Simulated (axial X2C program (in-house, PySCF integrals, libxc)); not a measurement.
Ω levels of OPmO²⁺ from open-shell CI on f(δφ)1 f(π)0

Calculated with an in-house all-electron X2C program for linear molecules (integrals from PySCF): two-component X2C with atomic mean-field Coulomb and Gaunt terms, basis O dyall-v3z, Pm dyall-v3z (cores contracted in-house). Orbitals come from Hartree–Fock averaged over the configuration Pm f(δφ)1 f(π)0; CI then distributes these electrons over the f(δφ), f(π) shells of Pm.

O–Pm–O held linear, both bonds 1.584 Å (near the minimum of the configuration average).

Active spinors (ω > 0):

| shell | ω | ε (eV) | character |
| --- | --- | --- | --- |
| f(δφ) | 5/2 | -14.82 | 100% Pm f |
| f(δφ) | 3/2 | -14.73 | 100% Pm f |
| f(δφ) | 7/2 | -14.30 | 100% Pm f |
| f(δφ) | 5/2 | -14.24 | 100% Pm f |
| f(π) | 1/2 | -11.42 | 72% Pm f, 18% O p, 9% Pm p |
| f(π) | 3/2 | -11.05 | 78% Pm f, 14% O p, 6% Pm p |

Lowest levels of this model:

| Ω | energy (cm⁻¹) | g∥ | configuration |
| --- | --- | --- | --- |
| 5/2 | 0 | 4.16 | 100% f(δφ)1 |
| 7/2 | 4055 | 8.00 | 100% f(δφ)1 |
| 3/2 | 5031 | 2.02 | 100% f(δφ)1 |
| 5/2 | 8305 | 5.84 | 100% f(δφ)1 |

g∥ is the magnitude of 2⟨Lz + ge Sz⟩ for the +Ω component.

Problem. From Ω and g∥ of the lowest level, whose 2⟨Lz + ge Sz⟩ is positive, find ⟨Sz⟩ and ⟨Lz⟩ (ge = 2.0023).

Solution. Ω = ⟨Lz⟩ + ⟨Sz⟩ = 5/2 and ⟨Lz⟩ + ge⟨Sz⟩ = 2.080, so ⟨Sz⟩ = -0.42 and ⟨Lz⟩ = 2.92.

Occupations of the active spinors in the lowest level by ω, shell by shell in order of energy: -7/2: 0.00; -5/2: 0.00 0.00; -3/2: 0.00 0.00; -1/2: 0.00; 1/2: 0.00; 3/2: 0.00 0.00; 5/2: 0.92 0.08; 7/2: 0.00. The leading determinant has weight 0.93 among 2.

This point took 4.9 s on 1 thread of Arm Neoverse N1, on a shared host.

There is no dynamic correlation: spin–orbit spacings and, for f shells, spacings inside one term are the most reliable numbers, splittings between terms come out too wide, and energies between configurations are not reliable, so the lowest level need not be the ground state of the molecule. At most 6 roots were kept for each Ω > 0 (twice that for Ω = 0) within 3.5 eV of the lowest, so higher up levels can be missing between those listed; levels with Ω > 0 are doubly degenerate and listed once, Ω = 0 levels singly. States that fill the shells left empty in the average are placed too high. Along the bond the averaged SCF switches between close solutions, so this one may not be the lowest. The molecule was held linear; bending was not examined.
